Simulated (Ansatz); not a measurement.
Species: BH$_{2}$Se$_{2}$, charge 0, doublet. BH2Se2 (SMILES [B]([SeH])[SeH], doublet).
B3LYP-D3(BJ)/def2-TZVP minimum from Ansatz (a first-principles code):
```xyz
5

B      0.6122    -0.3514     0.0498
Se    -0.4604    -0.3886     1.6238
H      0.4623    -1.2069     2.4334
Se     0.3845     0.4438    -1.6596
H     -0.9420     1.0865    -1.4656
```
Charge 0, spin multiplicity 2.

Total energies in hartree (Ansatz). UHF or UKS for unpaired electrons; spin-orbit terms are left out. Cores are frozen in correlated methods (noble-gas shells, and filled d and f shells in the p block). No relativity. For partners of very few electrons the exact lower level stands in for a higher one.

| species | HF/cc-pVTZ | CCSD(T)/cc-pVTZ | HF/cc-pVQZ | CCSD(T)/cc-pVQZ | CCSD(T)/cc-pVDZ | CCSDT(Q)/cc-pVDZ |
|---|---|---|---|---|---|---|
| 1: BH2Se2 (SMILES [SeH][B][SeH], doublet) | -4825.61847 | -4826.06209 | -4825.62639 | -4826.10173 | -4825.80905 | -4825.81112 |
| 2: B (doublet) | -24.53207 | -24.59810 | -24.53297 | -24.60084 | -24.58941 | -24.58977 |
| 3: Se (triplet) | -2399.87209 | -2399.99441 | -2399.87500 | -2400.00700 | -2399.88510 | -2399.88538 |
| 4: H (doublet) | -0.49981 | -0.49981 | -0.49995 | -0.49995 | -0.49928 | -0.49928 |

### Question
Work out the atomisation energy (electronic, to ground-state atoms) in kcal/mol: take Hartree-Fock from cc-pVQZ, extrapolate the CCSD(T) correlation energy as X^-3 (X = 3, 4), and add CCSDT(Q) - CCSD(T) in cc-pVDZ. 1 hartree = 627.51 kcal/mol.

### Answer

Species 1: correlation (64·(-0.47534) - 27·(-0.44362))/37 = -0.49849; step -0.00207; E1 = -4825.62639 + (-0.49849) + (-0.00207) = -4826.12695
Species 2: correlation (64·(-0.06787) - 27·(-0.06603))/37 = -0.06921; step -0.00036; E2 = -24.53297 + (-0.06921) + (-0.00036) = -24.60254
Species 3: correlation (64·(-0.13200) - 27·(-0.12232))/37 = -0.13906; step -0.00028; E3 = -2399.87500 + (-0.13906) + (-0.00028) = -2400.01434
Species 4: correlation (64·(0.00000) - 27·(0.00000))/37 = 0.00000; step +0.00000; E4 = -0.49995 + (0.00000) + (+0.00000) = -0.49995
-1·E1 +1·E2 +2·E3 +2·E4 = 0.49583 hartree = 311.1 kcal/mol.
